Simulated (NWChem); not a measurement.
System: AlAsH₄O; SMILES [OH][AlH][AsH2]

```xyz
7

Al    -0.5632    -1.2089     0.0127
As     0.0890     1.1246     0.0473
H     -1.0072     1.4637    -0.9609
H      1.1249     0.8697    -1.0433
H     -2.0698    -1.7166     0.0669
O      0.7145    -2.3397     0.0191
H      0.6223    -3.2934     0.0579
```
Atoms are numbered in this order, from 1.

Computed with NWChem. Structure relaxed at the PBE0/def2-SVP level. Total energies compare along this basis series because the functional is fixed.

```json
[
 {"level": "PBE0/pcseg-1", "basis functions": "79", "energy (Ha)": "-2555.2375", "highest occupied level (eV)": "-7.23", "orbital gap (eV)": "6.27", "dipole (D)": "1.69"},
 {"level": "PBE0/aug-pcseg-1", "basis functions": "122", "energy (Ha)": "-2555.2494", "highest occupied level (eV)": "-7.26", "orbital gap (eV)": "6.18", "dipole (D)": "1.37"},
 {"level": "PBE0/pcseg-2", "basis functions": "163", "energy (Ha)": "-2555.6110", "highest occupied level (eV)": "-7.22", "orbital gap (eV)": "6.21", "dipole (D)": "1.50"},
 {"level": "PBE0/STO-3G", "basis functions": "36", "energy (Ha)": "-2526.3035", "highest occupied level (eV)": "-3.86", "orbital gap (eV)": "8.46", "dipole (D)": "2.45"},
 {"level": "PBE0/def2-SVP", "basis functions": "84", "energy (Ha)": "-2555.1072", "highest occupied level (eV)": "-7.11", "orbital gap (eV)": "6.30", "dipole (D)": "1.67"}
]
```
